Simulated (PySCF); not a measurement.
Computed shifts of a molecule CH3ClF2Si, PBE/pcSseg-1 run with PySCF, GIAO, gas phase, equivalent atoms averaged, in ppm (number of nuclei): ¹³C: 1.4 (1). ²⁹Si: -6.5 (1). ¹⁹F: -142.5 (2). ¹H: 0.83 (3). References: ¹³C against TMS (σ = 182.0 ppm); ²⁹Si against TMS (σ = 335.4 ppm); ¹⁹F against CFCl3 (σ = 133.6 ppm); ³⁵Cl against HCl (σ = 936.5 ppm); ¹H against TMS (σ = 31.49 ppm), references at their B3LYP-D3(BJ)/def2-TZVP geometries, non-relativistic (without spin–orbit terms, shifts of atoms bonded to Cl or Br come out too high). Geometry optimised at B3LYP-D3(BJ)/def2-SVP. The values are those of a single conformer.

Q: Pick the molecule that these values belong to.
A) FC[Si@@H](F)Cl
B) C[Si](F)(F)Cl
C) FC(F)[SiH2]Cl

A: B, C[Si](F)(F)Cl
